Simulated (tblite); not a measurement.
Compound: C5H9OPSe.
Bonds: O1–C2 (double), C2–C3, C3–C4, C4–P5, P5–Se6 (double), P5–C7, C7–C8, C2–C8. Hydrogens: H9, H10 on C3; H11, H12 on C4; H13 on P5; H14, H15 on C7; H16, H17 on C8.

Computed with GFN2-xTB (tblite), gas phase: L-BFGS steps from a force-field or distance-geometry start until the largest atomic force falls under 0.01 eV/Å.

Step 88: E = -682.4909 eV
```
atom  x, y, z in Å  |  force x, y, z in eV/Å
O1     -2.3554    1.3154   -0.2566    0.028  -0.002   0.004
C2     -1.3650    0.7746    0.1580   -0.027  -0.002  -0.048
C3     -0.0761    1.5312    0.4156   -0.001  -0.003   0.011
C4      1.0893    1.0023   -0.4210    0.009  -0.005   0.008
P5      1.3746   -0.7937   -0.1647    0.022   0.007   0.023
Se6     2.9066   -1.6783   -1.2497   -0.034   0.026  -0.009
C7     -0.3207   -1.4550   -0.4012    0.009  -0.004   0.013
C8     -1.3265   -0.7078    0.4749   -0.015  -0.017   0.026
H9     -0.2459    2.5848    0.1824    0.010   0.009   0.007
H10     0.1659    1.4487    1.4783    0.001  -0.026   0.013
H11     0.8927    1.1393   -1.4891    0.009  -0.014  -0.041
H12     2.0153    1.5384   -0.1900   -0.020  -0.002   0.012
H13     1.4970   -0.8570    1.2327   -0.001   0.002  -0.022
H14    -0.3163   -2.5238   -0.1662   -0.002   0.008  -0.006
H15    -0.5612   -1.3531   -1.4657    0.000   0.002   0.031
H16    -2.3279   -1.1192    0.3257    0.013   0.003  -0.008
H17    -1.0533   -0.8347    1.5268   -0.005   0.018  -0.014
```

Step 89: E = -682.4913 eV
```
atom  x, y, z in Å  |  force x, y, z in eV/Å
O1     -2.3536    1.3194   -0.2600    0.048  -0.030   0.008
C2     -1.3648    0.7752    0.1551   -0.038   0.018  -0.030
C3     -0.0755    1.5300    0.4176   -0.004   0.005   0.011
C4      1.0894    1.0035   -0.4213    0.007  -0.002   0.013
P5      1.3758   -0.7928   -0.1652    0.019   0.014   0.019
Se6     2.9021   -1.6803   -1.2561   -0.031   0.028  -0.006
C7     -0.3191   -1.4556   -0.3982    0.009  -0.004   0.008
C8     -1.3280   -0.7072    0.4727   -0.008  -0.006   0.022
H9     -0.2454    2.5848    0.1899    0.013   0.012  -0.006
H10     0.1642    1.4449    1.4807    0.009  -0.039   0.007
H11     0.8905    1.1417   -1.4889    0.008  -0.021  -0.038
H12     2.0154    1.5405   -0.1929   -0.020  -0.002   0.019
H13     1.5009   -0.8565    1.2322    0.000   0.005  -0.027
H14    -0.3119   -2.5227   -0.1568   -0.005  -0.003  -0.008
H15    -0.5603   -1.3605   -1.4631    0.006   0.002   0.027
H16    -2.3279   -1.1188    0.3187   -0.003  -0.001  -0.003
H17    -1.0588   -0.8337    1.5257   -0.010   0.024  -0.015
```

Step 90: E = -682.4917 eV
```
atom  x, y, z in Å  |  force x, y, z in eV/Å
O1     -2.3503    1.3220   -0.2679    0.065  -0.056   0.010
C2     -1.3642    0.7756    0.1512   -0.044   0.038  -0.006
C3     -0.0749    1.5285    0.4206   -0.008   0.013   0.004
C4      1.0886    1.0043   -0.4221   -0.002   0.002   0.012
P5      1.3767   -0.7917   -0.1656    0.005   0.017   0.007
Se6     2.8987   -1.6807   -1.2599   -0.020   0.024  -0.010
C7     -0.3178   -1.4558   -0.3956    0.006  -0.002   0.008
C8     -1.3288   -0.7063    0.4717   -0.003   0.010   0.004
H9     -0.2436    2.5847    0.1988    0.013   0.012  -0.013
H10     0.1632    1.4390    1.4839    0.015  -0.049  -0.003
H11     0.8855    1.1429   -1.4895    0.014  -0.026  -0.018
H12     2.0145    1.5422   -0.1962   -0.016   0.001   0.019
H13     1.5034   -0.8559    1.2312    0.004   0.009  -0.019
H14    -0.3090   -2.5216   -0.1496   -0.006  -0.014  -0.009
H15    -0.5603   -1.3656   -1.4604    0.011   0.002   0.019
H16    -2.3275   -1.1185    0.3145   -0.018  -0.007   0.003
H17    -1.0612   -0.8310    1.5250   -0.017   0.025  -0.007
```

Problem. Estimate the geometry and energy of step 91. (The exact step hangs on the optimiser's Hessian estimate; all steps are aligned on step 90, rigid shifts and turns removed.)

Solution. E = -682.4921 eV, largest force 0.079 eV/Å
```
atom  x, y, z in Å  |  force x, y, z in eV/Å
O1     -2.3466    1.3234   -0.2766    0.052  -0.059   0.000
C2     -1.3636    0.7760    0.1476   -0.027   0.039   0.022
C3     -0.0744    1.5271    0.4237   -0.009   0.016  -0.003
C4      1.0875    1.0050   -0.4229   -0.011   0.006   0.006
P5      1.3772   -0.7904   -0.1658   -0.010   0.015  -0.007
Se6     2.8961   -1.6799   -1.2627   -0.006   0.018  -0.017
C7     -0.3170   -1.4561   -0.3933    0.001  -0.003   0.008
C8     -1.3294   -0.7055    0.4714    0.002   0.021  -0.015
H9     -0.2414    2.5847    0.2067    0.011   0.011  -0.015
H10     0.1628    1.4323    1.4869    0.018  -0.051  -0.014
H11     0.8806    1.1433   -1.4903    0.022  -0.027   0.007
H12     2.0134    1.5434   -0.1989   -0.012   0.006   0.015
H13     1.5051   -0.8550    1.2299    0.008   0.011  -0.003
H14    -0.3072   -2.5210   -0.1442   -0.005  -0.017  -0.010
H15    -0.5605   -1.3691   -1.4579    0.015   0.001   0.011
H16    -2.3271   -1.1183    0.3119   -0.027  -0.009   0.009
H17    -1.0625   -0.8276    1.5247   -0.021   0.021   0.004
```

The energy changes by -0.0004 eV. The first-order estimate −F·Δx gives -0.0005 eV and the mean of the old and new forces, exact on a quadratic surface, -0.0003 eV. The step makes an angle of 80° with the force vector and moves no atom by more than 0.010 Å.

What follows is the cost of the whole relaxation. On an Arm Neoverse V1 with one thread, shared host with 32 logical CPUs at a one-minute load of 22, this took 0.87 s wall.
